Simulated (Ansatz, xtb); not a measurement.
## A geometry optimisation of C2H9AlN2 with r2SCAN-D4/def2-SVP

The starting geometry of this gas-phase singlet was built from a drawn formula by distance geometry and a force field; its bonds are those of `N[CH2][AlH][CH2]N`.

```xyz
14

C    -1.5270   -1.7098   -0.1177
C     0.5423    0.9902    0.6152
Al   -1.1057   -0.0475    0.9490
N    -0.4444   -2.6513   -0.0260
N     0.6479    2.0695    1.5142
H     0.3926   -2.2903   -0.4805
H    -0.7422   -3.5377   -0.5206
H    -2.4683   -2.1010    0.2743
H    -1.6505   -1.3726   -1.1679
H    -2.0675    0.3373    2.1697
H     1.4484    0.2676    0.6754
H     0.4873    1.3421   -0.4639
H     1.4249    2.6724    1.2272
H     0.8423    1.7496    2.4760
```

Predict what it relaxes into with r2SCAN-D4/def2-SVP.

New bonds form, giving a structure given below by its coordinates. Contacts that close: Al3–N4 (2.86 → 2.12 Å), Al3–N5 (2.81 → 2.12 Å).

The energy falls by 1.01 eV over 34 steps:

| step | E − E(last) (eV) |
| --- | --- |
| 1 | 1.011 |
| 5 | 0.523 |
| 8 | 0.229 |
| 12 | 0.132 |
| 16 | 0.103 |
| 19 | 0.069 |
| 23 | 0.005 |
| 27 | 0.001 |
| 30 | 0.000 |
| 34 | 0.000 |

Final geometry (Å):

```xyz
14

C    -1.6009   -1.0904   -0.3036
C     1.1203    0.6655    0.6175
Al   -0.4002   -0.4638    1.1089
N    -0.7316   -2.2852    0.0736
N     0.0770    1.5954    1.2301
H    -0.2779   -2.7439   -0.7162
H    -1.2551   -2.9943    0.5859
H    -2.6742   -1.3232   -0.2391
H    -1.3687   -0.7929   -1.3374
H    -0.6536   -0.8678    2.6302
H     2.0939    0.7518    1.1222
H     1.2522    0.9232   -0.4444
H    -0.1607    2.4007    0.6512
H     0.3598    1.9435    2.1457
```

From the same start GFN2-xTB reaches the same bonding as this run.

The end wasn't checked by frequencies. Run with Ansatz 0.2.0, 46 s on 2 threads of Intel(R) Xeon(R) 6975P-C (Granite Rapids), with other jobs on the host.
